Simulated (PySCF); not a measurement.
**Structure from 2D NMR**

Compound of formula C₇H₈O. Correlations simulated from computed shifts and the bond graph:

HSQC (one-bond C–H):
```
  δH     δC
7.37  140.2
6.88  121.9
2.34   23.1
```

COSY cross peaks (H two or three bonds apart, from the bond graph; peaks can be absent where the dihedral angle is near 90°):
```
  δH    δH
7.37  6.88
```

HMBC (two and three bonds, from the bond graph):
```
  δH                                δC
7.37  165.8, 140.2, 138.5, 121.9, 23.1
6.88        165.8, 140.2, 138.5, 121.9
2.34                      140.2, 138.5
```

Carbons without hydrogens: δ 165.8, 138.5.

- GIAO PBE0/pcSseg-2 shieldings
- structure optimised with PBE0-D3(BJ)/def2-TZVP
- code: PySCF
- no solvent, relativity neglected, one averaged value for each set of equivalent atoms, single conformer

References, each an isolated molecule treated in the same way: TMS for 1H (σref 31.52) and 13C (σref 186.03).

Exchangeable hydrogens are left out of these lists.

Work out the connectivity.

## Answers

`Cc1ccc(O)cc1`.

Atoms are numbered as in `[CH3:1][c:2]1[cH:3][cH:4][c:5]([OH:6])[cH:7][cH:8]1`. Each H is labelled by its parent atom.

- δC 165.8 is C5, an aromatic carbon bearing oxygen.
- δC 140.2 is C3/C8, an aromatic CH (δH 7.37).
- δC 138.5 is C2, a substituted aromatic carbon.
- δC 121.9 is C4/C7, an aromatic CH (δH 6.88).
- δC 23.1 is C1, a methyl carbon on an aromatic ring (δH 2.34).
- HMBC from δH 7.37 reaches the proton-free carbons C5, C2.
- HMBC from δH 6.88 reaches the proton-free carbons C5, C2.
- HMBC from δH 2.34 reaches the proton-free carbon C2.
- COSY links 7.37–6.88.

The data come from this structure; uniqueness wasn't tested.

The OH or NH signal is concentration- and solvent-dependent in practice; the value given is the gas-phase one. Shifts are as computed. Against solution values, carbons near 30 ppm lie about +3 ppm off and those near 130 ppm about +9 ppm. Of 1309 compounds with measured shifts, 239 miss one by over three times the rms of a fit or turn the order of signals round; such compounds aren't used in these exercises.
